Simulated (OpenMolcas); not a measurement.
**Te: the spin-orbit constant, thermal populations, Slater's ratio, worked from levels**

```
Program             : OpenMolcas
Basis               : ANO-RCC-VQZP [8s7p5d3f2g]
Scalar Hamiltonian  : DKH2, point nucleus
Active space        : 6 electrons in 8 orbitals (5s 5p 6s 6p)
State averaging     : 2S+1 = 3 even, 3 roots; 2S+1 = 1 even, 6 roots; 2S+1 = 3 odd, 3 roots (0 in the spin-orbit step)
Spin-orbit coupling : RASSI with atomic mean-field integrals over the reference wave functions, term energies averaged over their components
```

Methods: CASSCF; SS-CASPT2, IPEA 0.25 Eh, imaginary shift 0.1 Eh (closed shells correlated: 4d). Measured levels: NIST Handbook of Basic Atomic Spectroscopic Data.

**The spin-orbit constant.** For the Hund term ³P of p4, E(J) = (A/2) J(J+1) + constant and ζ = -2S·A = -2A. From J = 0 to J = 2 the energy changes by 3 A.

| Source | E(2) - E(0) | A | ζ |
| --- | --- | --- | --- |
| CASSCF | -4216.0 | -1405.3 | 2811 |
| SS-CASPT2 | -4510.4 | -1503.5 | 3007 |
| measured | -4706.5 | -1568.8 | 3138 |

All in cm-1. SS-CASPT2 is off by -4.2 % and CASSCF by -10.4 %. Both methods take the spin-orbit matrix elements from the reference wave functions, so the second can move ζ only through the term energies and any multistate remixing. Second-order mixing with other terms is absorbed into this ζ.

**Thermal populations.** Z = Σ (2J + 1) exp(-E/kT) with k = 0.695035 cm-1/K, over the levels below. No other level of either list lies under 44200 cm-1, which is above 7 kT at each temperature.

| Level | 2J + 1 | SS-CASPT2 | measured |
| --- | --- | --- | --- |
| 5s² 5p⁴ ³P₂ | 5 | 0.0 | 0.0 |
| 5s² 5p⁴ ³P₁ | 3 | 4190 | 4751 |
| 5s² 5p⁴ ³P₀ | 1 | 4510 | 4706 |
| 5s² 5p⁴ ¹D₂ | 5 | 10650 | 10558 |
| 5s² 5p⁴ ¹S₀ | 1 | 23780 | 23198 |

| T (K) | Z, SS-CASPT2 | Z, measured levels | Ground level (%), SS-CASPT2 | Ground level (%), measured levels |
| --- | --- | --- | --- | --- |
| 3000 | 5.547 | 5.444 | 90.1 | 91.9 |
| 5000 | 6.406 | 6.264 | 78.1 | 79.8 |
| 8000 | 7.607 | 7.470 | 65.7 | 66.9 |

At 8000 K, kT = 5560 cm-1, and the computed levels give Z = 5.000 + 1.412 + 0.444 + 0.736 + 0.014 = 7.607.

**Slater's ratio.** With one set of orbitals, p4 has ¹D - ³P = 6 F2 and ¹S - ¹D = 9 F2 (F2 = F²/25), a ratio of 3/2. Term energies are centres of gravity, weighted by 2J + 1.

```tsv
Source	¹D - ³P	¹S - ³P	F2 from the first	Ratio
CASSCF	10314	19662	1719	0.906
SS-CASPT2	8751	21883	1458	1.501
measured	8451	21092	1408	1.496
```

Energies in cm-1. A ratio away from 3/2 shows effects beyond one configuration with one set of orbitals, and in heavier atoms second-order spin-orbit shifts. In CASSCF the valence s occupation is 1.94 in ¹S against 2.00 in ¹D: mixing out of s² acts most on ¹S and pulls it down.

CASPT2 does not keep the components of a term degenerate, so their means are used; among the terms shown or strongly mixed into the levels shown the widest spread is 75 cm-1 (5s² 5p⁴ ¹D, SS-CASPT2). Some high roots are left out of the spin-orbit mixing, which shifts the levels that they would mix with. Active for correlation alone: 6p 6s; no level in the range computed is led by a configuration that fills them, so any true level of that kind is missing. Computed and measured levels are paired by configuration, term and J; levels that our copy of the source lacks, or whose pairing is in doubt (as where it misses far off the trend of its configuration), stay unpaired and out of the deviations. Levels of configurations outside the active space are missing.
